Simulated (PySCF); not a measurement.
**Correlation energy of Al (aluminium, neutral)**

[Ne] 3s2 3p1, 2P determinant. Computed with PySCF 2.14 in ANO-RCC-VTZP (5s4p2d1f, 34 functions), with scalar relativity by spin-free X2C-1e. Frozen: 1s2; 11 electrons correlated.

```tsv
level	correlation energy (mhartree)
CCSD	-260.98
(T)	-2.29
CCSD(T)	-263.27
```

Diagnostics: T1 = 0.0097, D1 = 0.0409, largest double amplitude 0.100.

**Question.** Is a single reference adequate?

**Answer.** Mostly. T1 lies below 0.03, but a double amplitude of this size points to a near-degeneracy that CCSD handles and MP2 describes poorly.
